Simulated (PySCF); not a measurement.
## r²SCAN beside CCSD(T) along the fifth-period p block: bonds to In

r²SCAN and CCSD(T) in PySCF with def2-SVP on every atom (core potentials on In, Sn, Sb, I), for the lowest determinant that a PBE0 search found; no spin–orbit coupling.

```tsv
molecule	state (unpaired electrons)	r²SCAN Re (Å)	r²SCAN ωe (cm⁻¹)	r²SCAN De (eV)	CCSD(T) Re (Å)	CCSD(T) ωe (cm⁻¹)	CCSD(T) De (eV)
In2	triplet (σ ↑, π ↑)	3.050	113	1.35	3.055	120	1.07
InSn	quartet (σ ↑, π ↑↑)	2.843	148	2.15	2.874	150	1.79
InSb	triplet (π ↑↑)	2.959	144	1.67	?	?	?
InI	singlet (closed shell)	2.789	177	3.70	2.796	179	3.34
```

(1) Estimate the CCSD(T) values of InSb by adding the mean shift from r²SCAN to CCSD(T) of the other rows, and compare with the calculation.

(2) What are the mean differences of r²SCAN from CCSD(T) over the whole series?

In a basis of this size CCSD(T) is itself not converged; it tends to give bonds that are too long and too weak.

Correlated steps freeze 8 core orbitals. Correlated levels converge slowly with the basis: in double zeta they bind strong bonds too weakly, by up to about 1 eV, and carry superposition errors of some tenths. Spin–orbit coupling is left out, which matters for elements this heavy, above all for dissociation energies. Where the molecule has an RHF reference, its open-shell atoms are computed with UHF. States were picked by a PBE0 search and need not be the measured ground states.

Results:

(1) The mean shifts are +1.4 pm, +4 cm⁻¹ and -0.33 eV, which give 2.973 Å, 148 cm⁻¹ and 1.34 eV. CCSD(T)/def2-SVP gives Re = 2.985 Å, ωe = 142 cm⁻¹, De = 1.25 eV.

(2) Re -1.7 pm, ωe -2 cm⁻¹, De +0.36 eV.
